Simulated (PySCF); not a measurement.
Ta³⁸⁺: ionisation energy

Ta³⁸⁺ [Ar] 3d10 4s2 4p5 [4p1/2^2 4p3/2^3, M_J = 3/2] → Ta³⁹⁺ [Ar] 3d10 4s2 4p4 [4p1/2^2 4p3/2^2, M_J = 2], as a difference of total energies. All numbers are calculated (PySCF 2.14, the two-component X2C-1e Hamiltonian, in an uncontracted even-tempered set (16 s from 4.3 bohr⁻², ratio 2.8; 14 p from 5.6 bohr⁻², ratio 2.8; 8 d from 10 bohr⁻², ratio 2.8; 4 f from 27 bohr⁻², ratio 3)). Correlated levels: [Ne] frozen; the 78 highest virtual spinors dropped. "Screened" scales the spin-orbit matrix elements by Boettger's factors to mimic the two-electron term; Breit and QED terms are absent.

```tsv
method	ionisation energy (eV)
GHF (spin-free)	1818.9
GMP2 (spin-free)	1820.3
GHF (screened spin-orbit)	1794.1
GMP2 (screened spin-orbit)	1795.5
```

Breit and QED terms and the two-electron picture change are absent.

The spin-free rows relax to the high-spin LS determinant and lack the spin-orbit shift.

The labels give the starting determinants; with spin-orbit coupling the two ends relaxed to ⟨J²⟩ = 3.75, ⟨L²⟩ = 2.07, ⟨S²⟩ = 0.82 and ⟨J²⟩ = 6.00, ⟨L²⟩ = 3.27, ⟨S²⟩ = 1.45.

For comparison: 1799 ± 4 eV (theoretical estimate listed by NIST; NIST Atomic Spectra Database, ionization energies).
